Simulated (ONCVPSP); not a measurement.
Transferability test, ONCV potential for Au

gold, optimised norm-conserving Vanderbilt (ONCV), made with ONCVPSP 4.0.1 (PBEsol, scalar-relativistic). Core [Kr] 4d10 4f14 5s2, reference 5p6 5d10 6s0.5 (charge +0.5). Waves: 6s: rc 2.20 bohr, ncon 5, nbas 8, qcut 2.5 1/bohr, 2 projectors, debl 0.8 Ha; 5p: rc 1.70 bohr, ncon 4, nbas 8, qcut 7.9 1/bohr, 3 projectors, debl 2.5 Ha; 5d: rc 1.65 bohr, ncon 4, nbas 9, qcut 8.4 1/bohr, 1 projector. Local part: polynomial inside 1.65 bohr (lpopt 5, dvloc0 0 Ha). Core correction: Teter function, fcfact 4, rcfact 1.55.

Energies are relative to the spin-unpolarised reference configuration 5p6 5d10 6s0.5; without spin polarisation the order of configurations can differ from experiment.

```
valence configuration  charge  ΔE all-electron (eV)  error AE − PS (meV)
         5p6 5d10 6s1       0                -3.791                 -1.2
          5p6 5d9 6s2       0                -2.119                  -41
```

Q: What are ΔE and the potential's error for 5p6 5d9 6s0?

A: ΔE = 26.887 eV all-electron; the error (AE − PS) is -1.6 meV.

Q: What are ΔE and the potential's error for 5p6 5d10 6s0?

A: ΔE = 5.649 eV all-electron; the error (AE − PS) is -5.3 meV.

Levels in the configuration 5p6 5d10 6s0:

| level | all-electron (eV) | pseudo (eV) |
| --- | --- | --- |
| 5p | -68.369 | -68.328 |
| 5d | -15.357 | -15.351 |

Note: ghosts flagged at negative energy: s at -15.0 eV; no localised positive-energy state flagged. A true bound ghost makes a file unfit for plane-wave use.
